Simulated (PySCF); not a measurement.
Precursor series Cd F-Br. Isolated molecules, 0 K electronic values unless said otherwise.

Method: PBE-D3(BJ)/def2-TZVP // BP86-D3(BJ)/def2-SVP in PySCF 2.14.0. 

```csv
species,coordination number,LUMO (eV),mean distance from the central atom to its bonded neighbours (Å),HOMO (eV)
0 of 2 F replaced by Br ([Cd(F)2]),[?],-3.42,[?],-8.15
1 of 2 F replaced by Br,2,[?],2.172,-7.38
2 of 2 F replaced by Br ([Cd(Br)2]),2,-3.24,2.420,-7.14
```

Task: Complete the blanks.

Result: 
- 0 of 2 F replaced by Br ([Cd(F)2]), coordination number: 2
- 0 of 2 F replaced by Br ([Cd(F)2]), mean distance from the central atom to its bonded neighbours (Å): 1.929
- 1 of 2 F replaced by Br, LUMO (eV): -3.32
